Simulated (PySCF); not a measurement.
## Al(OH)₃: how level, basis and relativity move the structure

Each row is its own optimisation.

Each entry is the lowest minimum that a search over a few typed start shapes (and spin states, where more than one is plausible) found, or that minimum re-optimised at the stated level; isomers with ligand–ligand bonds, or fragments after loss of a ligand pair, can lie lower. Open shells are unrestricted; no spin–orbit coupling; PySCF with density fitting.

| level | 2S+1 | point group | mean bond to Al (Å) | distinct angles (°) | polar-tensor charge of Al | atomisation (kJ/mol) |
| --- | --- | --- | --- | --- | --- | --- |
| PBE/def2-SVP (no relativity) | 1 | C3h | 1.713 | 121/120 | 1.49 | 2763 |
| BP86/def2-TZVP (no relativity) | 1 | C3h | 1.708 | 121/120 | 1.57 | 2819 |
| PBE0/def2-TZVP (no relativity) | 1 | C3h | 1.689 | 122/120 | 1.69 | 2705 |

Across these levels the mean bond spreads over 0.024 Å and the highest wavenumber over 181 cm⁻¹; all give the same point group.

Levels that gave another bonding pattern or an unsound solution are left out.
